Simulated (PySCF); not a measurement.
4H-1,3,5-oxadiazine (C3H4N2O), SMILES C1=NCN=CO1.

Geometry optimised at PBE0-D3(BJ)/def2-SVP. One conformer was computed; it need not be the lowest.

Two levels are set side by side: PBE/def2-TZVP (PySCF) and ωB97X/def2-TZVP (PySCF). Same geometry, gas phase. Differences are taken from unrounded values.

```json
[
 {"quantity": "orbital gap (eV)", "PBE": "4.10"},
 {"quantity": "highest occupied level (eV)", "PBE": "-6.01"},
 {"quantity": "lowest empty level (eV)", "PBE": "-1.91"},
 {"quantity": "dipole moment (D)", "PBE": "1.13"},
 {"quantity": "mean polarisability (bohr³)", "PBE": "49.1"}
]
```

Q: These are the PBE values. What does ωB97X give? (Estimate from the structure and the level; the computed values follow.)

A: 
```json
[
 {"quantity": "orbital gap (eV)", "ωB97X": "11.42", "PBE minus ωB97X": "-7.32"},
 {"quantity": "highest occupied level (eV)", "ωB97X": "-9.89", "PBE minus ωB97X": "3.88"},
 {"quantity": "lowest empty level (eV)", "ωB97X": "1.53", "PBE minus ωB97X": "-3.44"},
 {"quantity": "dipole moment (D)", "ωB97X": "1.27", "PBE minus ωB97X": "-0.14"},
 {"quantity": "mean polarisability (bohr³)", "ωB97X": "47.4", "PBE minus ωB97X": "1.8"}
]
```

Without exact exchange PBE keeps part of each electron's self-repulsion, which lifts occupied levels and narrows the gap. PBE's more diffuse valence density responds more strongly to a field. Differences between two approximate levels are no errors against the true value.

Rough cost on one machine, each run with all the roots and properties that it gave: ωB97X against PBE within a factor of 2.
